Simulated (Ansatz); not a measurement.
```yaml
crystal:
  periodic: [false, false, false]
  atoms:
    - {symbol: In, position_ang: [-0.251385, 0.058565, 0.106870]}
    - {symbol: O, position_ang: [-1.294693, -1.224562, -0.837828]}
    - {symbol: O, position_ang: [1.681673, 0.766545, -0.318549]}
    - {symbol: O, position_ang: [-1.064544, 0.799936, 1.720746]}
    - {symbol: H, position_ang: [-0.501857, 1.517326, 2.124900]}
    - {symbol: H, position_ang: [-0.840054, -1.577224, -1.668563]}
    - {symbol: H, position_ang: [2.070421, 0.215918, -1.105652]}
basis:
  gaussian: {orbitals: def2-mTZVP}
hamiltonian: {xc: {name: SPW92}}
scf: {omitted_lower_state_checks: [starts]}
output: {forces: true}
```

```sh
$ ansatz run in.yaml --threads 4 --pin off --events-out ev --progress --plain --max-ram 3916MiB
```

It prints (some lines left out):

```
Functional definition: SPW92
952 factors; their error is unknown
mean field evaluation 1: about -11291.8101 eV, gradient 1.2e2 eV
mean field evaluation 2: about -11136.5945 eV, gradient 2.7e2 eV
mean field evaluation 4: about -11311.1639 eV, gradient 4.2e1 eV
mean field evaluation 8: about -11314.2694 eV, gradient 3.0e-1 eV
mean field evaluation 16: about -11314.2588 eV, gradient 4.4e-5 eV
mean field -11314.25880217 eV, -415.7913418999 hartree, gradient 4.4e-5 eV, S^2 0.000000; 0 other end points of the search recorded, 0 dependent functions left out
reference -11314.25886722 eV, -415.7913442902 hartree; 24, 24 occupied and 93, 93 virtual orbitals, 952 factors
Total energy: -11314.25886722 eV, -415.7913442902 hartree
Atom 0 at    -0.251385     0.058565     0.106870 Å, force     2.330500     1.442831     0.313946 eV/Å
Atom 1 at    -1.294693    -1.224562    -0.837828 Å, force    -0.160843    -1.601224    -2.056365 eV/Å
Atom 2 at     1.681673     0.766545    -0.318549 Å, force    -0.489374    -1.676080    -1.406203 eV/Å
Atom 3 at    -1.064544     0.799936     1.720746 Å, force     0.298478     0.825085     0.672686 eV/Å
Atom 4 at    -0.501857     1.517326     2.124900 Å, force    -0.447513    -0.655219    -0.371465 eV/Å
Atom 5 at    -0.840054    -1.577224    -1.668563 Å, force    -0.671596     0.479987     1.171917 eV/Å
Atom 6 at     2.070421     0.215918    -1.105652 Å, force    -0.859652     1.184620     1.675484 eV/Å
Dipole moment:     0.271645    -0.135686    -0.390028 e Å
Checks for a lower state left out: starts
```

Hardware: 4 threads of Arm Neoverse V2 on a shared host. Wall time 0.65 s.

In the def2 sets In takes a core potential; there is no spin–orbit coupling.
